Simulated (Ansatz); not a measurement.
Reaction (cleavage of the Ge–Si bond): `[GeH3][SiH2][SiH2][SiH2][GeH3]` + `N=C=S` → `S=C=[N][GeH3]` + `[SiH3][SiH2][SiH2][GeH3]`

Gas-phase electronic energies from Ansatz, PBE0-D4/def2-TZVP geometries. CCSD(T)/CBS adds triple-zeta CCSD(T) − MP2 to the extrapolated MP2 energy (def2 sets, frozen cores). This one scheme is used for every species. DFT in def2-TZVPP. HSE06 is defined as in plane-wave codes. For Ge outer-core shells are correlated without core-valence functions, which leaves a few kJ/mol of doubt a bond. Scalar relativity is left out up to krypton. One conformer a species, not always the lowest.

```json
{"level": "r2SCAN0-D4", "ΔE (kJ/mol)": "-18.9", "difference from CCSD(T)/CBS": "4.0"}
{"level": "PBE-QIDH", "ΔE (kJ/mol)": "-26.1", "difference from CCSD(T)/CBS": "-3.2"}
{"level": "r2SCAN", "ΔE (kJ/mol)": "-16.4", "difference from CCSD(T)/CBS": "6.5"}
{"level": "r2SCAN0", "ΔE (kJ/mol)": "-21.3", "difference from CCSD(T)/CBS": "1.6"}
{"level": "HSE06", "ΔE (kJ/mol)": "-16.8", "difference from CCSD(T)/CBS": "6.1"}
{"level": "LC-ωPBE", "ΔE (kJ/mol)": "-26.0", "difference from CCSD(T)/CBS": "-3.1"}
{"level": "CCSD(T)/def2-SVP", "ΔE (kJ/mol)": "-31.6", "difference from CCSD(T)/CBS": "-8.7"}
{"level": "MP2/def2-TZVPP", "ΔE (kJ/mol)": "-32.2", "difference from CCSD(T)/CBS": "-9.3"}
{"level": "SCS-MP2/def2-TZVPP", "ΔE (kJ/mol)": "-40.4", "difference from CCSD(T)/CBS": "-17.5"}
{"level": "CCSD/def2-TZVPP", "ΔE (kJ/mol)": "-32.6", "difference from CCSD(T)/CBS": "-9.7"}
{"level": "CCSD(T)/CBS", "ΔE (kJ/mol)": "-22.9", "difference from CCSD(T)/CBS": "0"}
```

Largest T1 diagnostic among the species: 0.019.

From PBE to PBE0 (25 % exact exchange), in def2-TZVPP and without D4, ΔE moves by −7.9 kJ/mol. At CCSD(T), def2-SVP lies −8.7 kJ/mol from the extrapolated value and def2-TZVPP −4.5 kJ/mol. Leaving LDA and LC-ωPBE aside and taking each functional with its dispersion term where it has one, the values, not all of them listed here, spread over 29.6 kJ/mol, from B2PLYP to PBE-D4. LDA lies +8.3 kJ/mol from PBE without D4.
